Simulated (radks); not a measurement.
Task: Eu56+, configuration [He] 2s2 2p3. Method: non-relativistic Kohn-Sham, PBE, spin-polarised, spherical densities, point nucleus; open shells are filled with parallel spins first (spin-orbit coupling, left out, can overturn this in heavy ions); relativity is left out, which matters for an element this heavy; computed with a radial shooting solver on a logarithmic mesh with Libxc functionals. Some entries of the table are withheld. Estimate them.

| orbital | occ. | eigenvalue (eV) | <1/r> (bohr^-1) |
|---|---|---|---|
| 1s up | 1 | -50709.54 | (1) |
| 1s down | 1 | -50666.43 | (2) |
| 2s up | 1 | -11755.19 | (3) |
| 2s down | 1 | -11683.99 | (4) |
| 2p up | 3 | -11542.84 | (5) |
| 2p down | 0 | -11454.60 | (6) |

Result: 
(1) 1s up <1/r> (bohr^-1): 62.54
(2) 1s down <1/r> (bohr^-1): 62.58
(3) 2s up <1/r> (bohr^-1): 15.09
(4) 2s down <1/r> (bohr^-1): 15.03
(5) 2p up <1/r> (bohr^-1): 15.04
(6) 2p down <1/r> (bohr^-1): 15.01
